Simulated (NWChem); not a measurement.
Species: FeHOBr, quintet; SMILES [OH][Fe][Br]

```xyz
4

Fe     0.0900     0.7781     0.0000
Br    -0.2152    -1.4764     0.0000
O      0.6580     2.4309     0.0000
H      1.4892     2.9162     0.0000
```
Atoms are numbered in this order, from 1.

Level: B3LYP/6-31G* (spherical d), spin-unrestricted (NWChem), optimised geometry, unscaled harmonic frequencies. In the optimisation the excess spin sits in a' and a" (Cs, its own frame). This build's default masses of Se (78.918 u) and Br (79.917 u) are each other's, which moves their modes by up to 0.6 %. The spin multiplicity was typed, not searched, and may not be the lowest.

Question: List the harmonic frequencies with IR intensities, and the thermochemistry.

Answer: 
| frequency (cm⁻¹) | IR intensity (km/mol) |
|---|---|
| 85 | 10.1 |
| 275 | 4.0 |
| 402 | 202.3 |
| 782 | 107.3 |
| 1029 | 951.1 |
| 3869 | 134.5 |

The zero-point energy is 9.2 kcal/mol and the thermal correction to the enthalpy at 298.15 K (with zero-point energy) comes out as 12.6 kcal/mol. The heat capacity Cv is 12.1 cal/(mol K), the entropy at 298.15 K and 1 atm (symmetry number 1, electronic part: spin degeneracy alone) is 74.3 cal/(mol K) and the dipole moment is 2.59 D.

Rigid rotor and harmonic oscillator; modes under 100 cm⁻¹ make the entropy uncertain.
